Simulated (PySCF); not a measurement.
SnH₂, SMILES [SnH2] (connectivity only; charge and spin as stated), neutral, multiplicity 1. The structure is a stationary point at B3LYP-D3(BJ)/def2-TZVPD. The def2 effective core potentials stand for the cores of Sn; spin–orbit coupling is left out.

Computed with B3LYP-D3(BJ)/def2-TZVPD (PySCF).

Harmonic wavenumbers (cm⁻¹): 789, 1699, 1701. Rotational constants (GHz): 162.4, 156.6, 79.72; symmetry number 2.

Work out the zero-point energy and the ideal-gas rigid-rotor harmonic-oscillator thermochemistry at 298.15 K and 1 atm.

ZPE = ½ Σ hcν = ½ × 4188 cm⁻¹ = 25.05 kJ/mol. H − E(el) = 35.19 kJ/mol. Entropy in J/(mol K): translation 168.53, rotation 60.03, vibration 0.95, total 229.51. G − E(el) = -33.24 kJ/mol. Cp = 36.37 J/(mol K).
